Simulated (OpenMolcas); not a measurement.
# Mn3+: ligand-field states by method

Mn3+ with 6 ligands (water) in octahedral coordination (Th) at 2 Å. Ligand basis ANO-RCC-VDZP.
```
Mn    0.0000    0.0000    0.0000
O     2.0000    0.0000    0.0000
H     2.5770    0.7797    0.0000
H     2.5770   -0.7797    0.0000
O     0.0000    2.0000    0.0000
H     0.0000    2.5770    0.7797
H     0.0000    2.5770   -0.7797
O    -2.0000    0.0000    0.0000
H    -2.5770    0.7797    0.0000
H    -2.5770   -0.7797    0.0000
O     0.0000   -2.0000    0.0000
H     0.0000   -2.5770    0.7797
H     0.0000   -2.5770   -0.7797
O     0.0000    0.0000    2.0000
H     0.7797    0.0000    2.5770
H    -0.7797    0.0000    2.5770
O     0.0000    0.0000   -2.0000
H     0.7797    0.0000   -2.5770
H    -0.7797    0.0000   -2.5770
```

```json
{
  "Program": "OpenMolcas",
  "Basis": "ANO-RCC-VDZP [5s4p2d1f]",
  "Scalar Hamiltonian": "DKH2, point nucleus",
  "Active space": "4 electrons in 5 orbitals (3d)",
  "State averaging": "2S+1 = 5 even, 5 roots; 2S+1 = 3 even, 45 roots; 2S+1 = 1 even, 50 roots",
  "Spin-orbit coupling": "RASSI with atomic mean-field integrals over the reference wave functions"
}
```

I. CASSCF
II. SS-CASPT2, IPEA 0.25 Eh, imaginary shift 0.1 Eh (closed shells correlated: 3s 3p and the ligand valence shells)

Spin-free states (labels of O, taken over from Oh, the nearest higher group) in cm-1, each column counted from its own energy of the first state listed:

```tsv
State	Degeneracy	I	II
5E	2	0	0
3T1	3	12812	8290
5T2	3	12967	14930
3E	2	22429	18690
3T1	3	23911	19050
1T2	3	24450	16960
3T2	3	24790	20020
1E	2	25695	18690
3A2	1	26955	21560
3A1	1	27347	21800
3E	2	31054	25090
1A1	1	31488	22040
1A2	1	33892	28020
1T2	3	34099	27540
3T1	3	34417	31770
3T2	3	35800	33420
1T1	3	36154	29350
3T1	3	36386	34330
1E	2	40384	31690
3T2	3	42537	39260
```

From I to II, I's first state of the same spin (5T2) moves from 12967 to 14930 cm-1, by about +2000 cm-1.

From I to II, I's first state of another spin (3T1) moves from 12812 to 8290 cm-1, by about -4500 cm-1.

I: A least-squares ligand-field fit to the states below 45000 cm-1, each weighted by its degeneracy and with a free common offset, gives 10Dq = 12681 cm-1, B = 1122 cm-1 and C = 4252 cm-1 (C/B = 3.79), with an rms deviation of 125 cm-1. The same method and metal basis give the free ion B = 1220 cm-1 (fit to its terms below 60000 cm-1, rms deviation 47 cm-1), so the nephelauxetic ratio is β = 1122 / 1220 = 0.92; it hangs on how both fits weigh the states, and computed free-ion B values tend to be too large, so β mixes covalency with correlation.

χT at 300 K: I 2.95, II 2.95 cm3 K/mol.

Roots that are degenerate in the reference are averaged as groups; the widest CASPT2 spread within a group is 330 cm-1 (the 3-fold group of multiplicity 3 near 62300 cm-1 above the lowest state of its run, II). Shifts and gaps below about the spread of the groups concerned are not significant. Over all roots computed the reference weight is 0.69 to 0.71 in II; a low but even weight reflects the number of correlated electrons. An orbital doublet at a regular site is open to a Jahn-Teller distortion, which this geometry leaves out. This shell can be high or low spin here, a state of another spin lies low, and with metal d orbitals alone active their balance is uncertain, so the ground spin may be wrong. Ligand-to-metal charge-transfer states are missing. With no ligand orbital active B as a rule stays too high, so bands that hang on it stand too high and its fall with covalency is understated. Without dynamic correlation the repulsion within the d shell is too large (B by tens of per cent), so at a given field states of lower spin stand too high (holds for I). With metal d orbitals alone the field can be off either way by tens of per cent (holds for I). These CASPT2 states fit no ligand-field parameters well, so their order and spin gaps are uncertain (holds for II). With one d shell and no ligand orbital active, 10Dq can be off by a tenth or more (holds for II). No measured value stands beside these numbers; the geometry was imposed, not optimised, and the real ion may take another.
